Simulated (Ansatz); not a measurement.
H4P2, charge -1, doublet, at the geometry of the source list (a state made from the parent by changing its charge; the spin is typed, not shown lowest) (a gas-phase anion, which may not be bound at this level), atoms displaced at random by about 0.1 Å a coordinate. Base run: Ansatz (an electronic-structure program) with PBE0/STO-3G.

Input for Ansatz:
Ansatz 0.2 input:
```yaml
crystal:
  periodic: [false, false, false]
  atoms:
    - {symbol: P, position_ang: [-0.98076122, -0.36153615, 0.71393059]}
    - {symbol: P, position_ang: [1.10602635, 0.17193045, 0.60735140]}
    - {symbol: H, position_ang: [-1.48335608, 0.96939625, 0.35445768]}
    - {symbol: H, position_ang: [-1.14664145, -0.47713182, -1.04036747]}
    - {symbol: H, position_ang: [1.52586490, -1.14736009, 0.14141642]}
    - {symbol: H, position_ang: [1.30041848, 0.87200924, -0.63094954]}
basis:
  gaussian:
    orbitals: STO-3G
hamiltonian:
  xc: pbe0
total_charge: -1
magnetization: {spin_polarized: true, initial_magnetization: 1}
relax: {}
```

Each row names what was changed in the base input (with any setting that the change needs).

```tsv
change	ΔE vs base (µEh)	optimiser steps	core-seconds (rough)
base	0.0	17	10
relax = escape_saddle: false	0.0	17	10
relax = f_tol: 0.0005	-0.5	20	20
relax = f_tol: 0.1	83.1	15	10
relax = max_displacement: 0.5	-0.4	21	20
relax = max_displacement: 0.02	-0.3	69	50
relax = f_tol: 0.002	-0.5	18	20
```

A gas-phase anion may not be bound at this level; its values then depend on the basis.
